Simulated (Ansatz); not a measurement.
Born–Oppenheimer molecular dynamics of ClH$_{4}$HfNO$_{2}$ (9 atoms, charge 0, multiplicity 1). It starts from a relaxed structure.

Computed with RKS LDA/def2-SVP (Ansatz 0.2.0).

| Quantity | Value |
| --- | --- |
| ensemble | NVT, Langevin thermostat |
| time step | 1 fs |
| steps asked | 150 |
| set temperature | 1500 K |
| friction | 0.001 /fs |
| seed | 598526 |

Frames 10 fs apart, positions in Å, forces in eV/Å.

Velocities at 10 fs (Å/ps):

```
Hf 2.85 -0.48 0.84
N 12.63 4.69 -1.09
H 10.48 -34.00 3.82
H -6.84 61.55 4.35
Cl -10.67 -0.90 -6.29
O -8.29 -3.25 7.02
H 13.91 -6.79 38.42
O -14.46 2.67 -4.08
H 13.15 -2.41 0.30
```

```xyz
9
Properties=species:S:1:pos:R:3:forces:R:3 time_fs=10 energy_less_start_eV=0.469 T=1003
Hf -0.091 -0.081 0.120 -3.43 -0.74 0.35
N 0.135 0.184 2.130 0.04 -0.60 -1.59
H -0.115 1.075 2.527 -0.13 0.75 0.65
H 0.132 -0.567 2.809 0.06 -0.27 0.59
Cl 1.917 0.200 -0.879 1.66 0.24 -0.79
O -1.349 1.315 -0.443 3.29 -4.80 1.17
H -1.786 2.087 -0.578 -2.31 3.98 -0.79
O -0.869 -1.869 -0.255 0.83 1.44 0.47
H -0.969 -2.805 -0.473 -0.01 0.00 -0.05
9
Properties=species:S:1:pos:R:3:forces:R:3 time_fs=20 energy_less_start_eV=0.729 T=870
Hf -0.069 -0.087 0.130 -4.53 -0.94 0.81
N 0.261 0.237 2.099 0.13 -0.41 -1.11
H -0.021 1.088 2.533 -0.25 1.90 0.18
H 0.155 -0.354 2.892 0.16 -1.64 1.00
Cl 1.835 0.195 -0.959 2.67 0.40 -1.50
O -1.405 1.258 -0.361 1.82 -3.43 -0.02
H -1.680 2.130 -0.265 -0.96 2.94 0.21
O -0.993 -1.809 -0.276 1.01 0.86 0.41
H -0.864 -2.759 -0.462 -0.05 0.32 0.03
9
Properties=species:S:1:pos:R:3:forces:R:3 time_fs=30 energy_less_start_eV=0.687 T=935
Hf -0.065 -0.095 0.140 -1.66 0.18 1.09
N 0.378 0.291 2.100 0.15 -1.24 -3.67
H 0.230 1.233 2.310 -0.23 2.24 1.30
H 0.360 -0.384 2.801 0.00 -1.24 2.33
Cl 1.821 0.202 -1.079 1.58 0.24 -1.06
O -1.423 1.195 -0.280 0.13 0.81 0.15
H -1.486 2.125 0.022 -0.13 -0.22 -0.25
O -1.061 -1.681 -0.278 0.52 -1.62 -0.01
H -0.837 -2.632 -0.455 -0.36 0.87 0.12
9
Properties=species:S:1:pos:R:3:forces:R:3 time_fs=40 energy_less_start_eV=0.880 T=773
Hf -0.070 -0.101 0.154 0.73 1.15 0.29
N 0.506 0.317 2.050 -0.48 -1.17 -2.03
H 0.610 1.205 2.438 0.25 3.35 0.07
H 0.617 -0.104 2.924 0.19 -2.46 2.08
Cl 1.828 0.217 -1.224 0.06 0.00 -0.13
O -1.440 1.176 -0.213 0.15 3.17 0.89
H -1.340 2.136 0.175 -0.42 -2.24 -1.06
O -1.110 -1.605 -0.265 -0.18 -2.44 -0.24
H -0.987 -2.560 -0.480 -0.29 0.64 0.13
9
Properties=species:S:1:pos:R:3:forces:R:3 time_fs=50 energy_less_start_eV=0.894 T=808
Hf -0.072 -0.107 0.167 0.16 0.46 -0.85
N 0.626 0.339 2.046 -2.22 -2.00 -3.92
H 0.970 1.238 2.046 1.46 3.05 0.77
H 0.753 -0.244 2.800 0.65 -1.42 2.87
Cl 1.829 0.229 -1.376 -0.96 -0.12 0.75
O -1.474 1.196 -0.135 0.68 3.10 1.00
H -1.416 2.194 0.207 -0.28 -2.85 -1.02
O -1.175 -1.628 -0.240 0.49 -0.56 0.24
H -1.326 -2.532 -0.578 0.01 0.34 0.16
9
Properties=species:S:1:pos:R:3:forces:R:3 time_fs=60 energy_less_start_eV=0.948 T=779
Hf -0.072 -0.112 0.171 -0.76 0.49 -1.43
N 0.740 0.333 1.997 -2.31 -1.74 -2.26
H 1.373 1.062 2.015 2.02 3.17 -0.61
H 1.045 -0.104 2.811 0.14 -1.94 2.43
Cl 1.806 0.229 -1.504 -1.40 -0.22 1.23
O -1.473 1.243 -0.060 0.66 1.64 0.40
H -1.644 2.234 0.148 0.44 -2.26 -0.40
O -1.206 -1.670 -0.205 1.40 1.09 0.74
H -1.693 -2.391 -0.613 -0.18 -0.23 -0.09
9
Properties=species:S:1:pos:R:3:forces:R:3 time_fs=70 energy_less_start_eV=0.721 T=934
Hf -0.074 -0.116 0.164 0.58 1.25 -1.22
N 0.898 0.295 1.931 -3.42 -2.74 -2.26
H 1.528 0.997 1.797 2.83 3.14 -0.37
H 1.006 -0.130 2.804 0.24 -0.95 2.16
Cl 1.747 0.218 -1.599 -1.42 -0.23 1.31
O -1.415 1.269 0.009 1.18 -1.40 -0.30
H -1.839 2.104 0.158 -0.45 0.96 0.23
O -1.157 -1.672 -0.141 0.49 -0.04 0.38
H -1.907 -2.167 -0.502 -0.02 0.00 0.06
9
Properties=species:S:1:pos:R:3:forces:R:3 time_fs=80 energy_less_start_eV=0.746 T=892
Hf -0.075 -0.115 0.156 2.68 1.46 -1.37
N 1.046 0.218 1.828 -3.57 -3.56 -0.65
H 1.661 0.924 1.689 3.11 3.44 -0.40
H 0.945 -0.033 2.791 0.10 -0.24 1.08
Cl 1.658 0.205 -1.652 -1.22 -0.20 1.14
O -1.345 1.280 0.062 2.27 -2.41 -0.76
H -1.979 1.906 0.233 -2.66 2.81 0.71
O -1.084 -1.687 -0.059 -1.06 -1.19 0.18
H -2.008 -1.952 -0.238 0.34 -0.10 0.07
9
Properties=species:S:1:pos:R:3:forces:R:3 time_fs=90 energy_less_start_eV=0.532 T=1011
Hf -0.064 -0.110 0.142 1.65 -0.27 -1.47
N 1.160 0.106 1.725 -2.78 -2.26 0.70
H 1.855 0.757 1.651 3.14 2.77 -0.95
H 1.045 0.096 2.733 -0.46 -0.62 0.68
Cl 1.539 0.185 -1.673 -0.72 -0.12 0.66
O -1.315 1.297 0.100 -0.41 0.17 0.01
H -2.087 1.810 0.347 -0.28 0.43 0.06
O -1.064 -1.765 0.050 -0.13 0.14 0.36
H -2.025 -1.901 0.102 -0.01 -0.25 -0.05
9
Properties=species:S:1:pos:R:3:forces:R:3 time_fs=100 energy_less_start_eV=0.634 T=895
Hf -0.048 -0.102 0.119 -0.96 -1.48 0.22
N 1.265 0.009 1.671 -5.18 -2.42 0.33
H 2.049 0.456 1.404 4.35 2.32 -0.61
H 1.049 -0.160 2.654 0.56 0.16 0.18
Cl 1.422 0.149 -1.679 0.15 0.03 -0.29
O -1.329 1.329 0.130 -1.65 0.95 0.72
H -2.124 1.897 0.413 1.80 -1.11 -0.61
O -1.066 -1.847 0.182 1.01 1.65 0.10
H -1.960 -2.087 0.470 -0.09 -0.09 -0.04
9
Properties=species:S:1:pos:R:3:forces:R:3 time_fs=110 energy_less_start_eV=0.804 T=665
Hf -0.040 -0.098 0.093 -2.59 -1.06 2.11
N 1.317 -0.075 1.597 -2.99 -1.00 1.50
H 2.252 0.117 1.547 4.00 1.28 -1.42
H 1.400 -0.354 2.601 -1.30 -0.14 -0.36
Cl 1.326 0.125 -1.694 0.95 0.10 -1.46
O -1.359 1.356 0.157 -0.79 0.87 0.62
H -2.029 2.083 0.429 1.72 -1.77 -0.63
O -1.030 -1.843 0.305 0.97 1.66 -0.24
H -1.770 -2.272 0.765 0.05 0.05 -0.11
9
Properties=species:S:1:pos:R:3:forces:R:3 time_fs=120 energy_less_start_eV=0.540 T=809
Hf -0.040 -0.097 0.079 -1.34 0.29 2.32
N 1.398 -0.152 1.545 -4.13 -0.40 0.30
H 2.314 -0.019 1.249 2.85 0.26 -0.09
H 1.161 -0.593 2.460 0.89 0.38 -0.58
Cl 1.255 0.115 -1.744 1.18 0.09 -1.85
O -1.364 1.345 0.171 0.34 0.18 0.27
H -1.780 2.190 0.452 0.34 -0.69 -0.20
O -0.951 -1.747 0.419 0.14 0.15 -0.19
H -1.522 -2.357 0.894 -0.25 -0.28 0.03
```

Of the whole run (150 fs, mean temperature of the second half 832 K): The mean temperature of the second half is 45 % below the set value. A run of 0.15 ps of so small a system gives no equilibrium averages.

Run time: 9.6 min on 2 threads of AMD EPYC 7571, with other jobs on the host, peak memory 0.24 GiB.
